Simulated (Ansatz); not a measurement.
Ansatz (a program for electronic structure) input:

Ansatz 0.2 input:
```yaml
crystal:
  periodic: [false, false, false]
  atoms:
    - {symbol: B, position_ang: [0.27170777, -0.54499076, 0.28582818]}
    - {symbol: O, position_ang: [0.88498575, 0.13843838, -0.76103193]}
    - {symbol: H, position_ang: [0.32900649, 0.91856016, -1.04963488]}
    - {symbol: O, position_ang: [-0.94804612, -0.01195205, 0.69469437]}
    - {symbol: H, position_ang: [-1.18306239, 0.79450303, 0.15119445]}
basis:
  gaussian:
    orbitals: def2-TZVP
hamiltonian:
  xc: b3lyp
  dispersion: d3bj
total_charge: -1
phonons: {temperatures: {t_min: 298.15, t_max: 298.15, t_step: 100}}
```

Problem. Predict the final energy.

Solution. -176.62030 Eh (B3LYP-D3(BJ)/def2-TZVP). The basis has 105 functions.
